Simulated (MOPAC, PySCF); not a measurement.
C5H4, SMILES `C#CC1C=C1`, neutral singlet in the gas phase. 

Cartesian coordinates (Å):
```xyz
9

C      2.1848    -0.1366    -0.7912
C      1.1290    -0.0649    -0.2210
C     -0.1331     0.0212     0.4694
C     -1.3074     0.7165    -0.1644
C     -1.3795    -0.5653    -0.1361
H      3.1178    -0.1999    -1.2986
H     -0.0362     0.0394     1.5548
H     -1.6986     1.6783    -0.4475
H     -1.8767    -1.4886    -0.3778
```
Charge 0, multiplicity 1.

All levels are single points at this geometry (PBE0-D3(BJ)/def2-TZVP); Pople sets use spherical d functions. Orbital energies aren't observables, and empty levels follow the basis.

```
level                           HOMO (eV)  LUMO (eV)  gap (eV)  dipole (D)  vertical IE, Delta-SCF (eV)
------------------------------  ---------  ---------  --------  ----------  ---------------------------
PBE0-D3(BJ)/def2-TZVP in PySCF      -7.21      -0.28      6.93        1.23                            –
B3LYP/6-311+G** in PySCF            -7.02      -0.63      6.39        1.21                            –
HF/3-21G in PySCF                   -9.73       4.38     14.11        1.22                            –
HF/STO-3G in PySCF                  -8.06       8.40     16.45        1.04                            –
PM3 in MOPAC                       -10.35       0.87     11.22        0.64                            –
PM6 in MOPAC                       -10.35       0.65     11.00        0.92                            –
```
